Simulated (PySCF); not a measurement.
C3H9NOSi, SMILES [SiH]1(CN(C1)C)O.

Coordinates come from a PBE-D3(BJ)/def2-SVP optimisation. The structure was generated by enumeration, and PubChem lists no compound with its InChIKey, so it may never have been made. Other conformers were not sampled.

Method: PBE-D3(BJ)/def2-SVP (PySCF).

Frequencies are harmonic and unscaled.

```tsv
mode	ν (cm⁻¹)	IR (km/mol)	moving atoms (share of kinetic energy)
1	77	2.5	C 39 %, O 31 %, H 23 %
2	195	4.1	H 46 %, O 23 %, C 19 %, Si 10 %
3	243	18.6	H 26 %, O 21 %, C 21 %, Si 17 %, N 16 %
4	250	3.6	H 91 %
5	301	1.9	H 50 %, N 34 %, C 15 %
6	309	50.4	H 62 %, C 21 %, O 10 %
7	349	58.7	H 52 %, C 22 %, O 11 %, Si 9 %
8	466	28.2	Si 48 %, C 26 %, N 12 %, H 10 %
9	601	0.4	H 59 %, C 37 %
10	655	0.7	H 50 %, C 38 %, O 8 %
11	717	2.2	H 64 %, C 25 %
12	725	71.1	H 57 %, Si 21 %, C 21 %
13	743	40.0	H 77 %, C 13 %, Si 10 %
14	788	107.4	H 47 %, O 29 %, C 16 %
15	865	42.5	C 51 %, H 41 %
16	890	172.5	H 68 %, C 15 %, Si 9 %
17	907	71.3	Si 38 %, H 30 %, O 25 %
18	991	17.4	C 42 %, H 40 %, N 18 %
19	1076	8.3	H 79 %, C 18 %
20	1080	0.6	H 75 %, C 23 %
21	1100	9.3	H 79 %, C 18 %
22	1128	54.9	H 61 %, C 27 %, N 10 %
23	1159	20.0	H 67 %, N 19 %, C 14 %
24	1222	10.4	N 51 %, C 31 %, H 17 %
25	1233	2.4	H 39 %, N 35 %, C 26 %
26	1375	8.2	H 84 %, C 16 %
27	1389	0.4	H 93 %
28	1400	17.5	H 95 %
29	1419	3.6	H 95 %
30	1427	13.1	H 89 %, C 9 %
31	2196	149.6	H 97 %
32	2828	57.1	H 94 %
33	2836	51.4	H 94 %
34	2846	131.7	H 94 %
35	2994	37.1	H 93 %
36	3001	15.6	H 92 %, C 8 %
37	3001	33.5	H 92 %, C 8 %
38	3049	15.0	H 90 %, C 10 %
39	3756	66.8	H 94 %
```
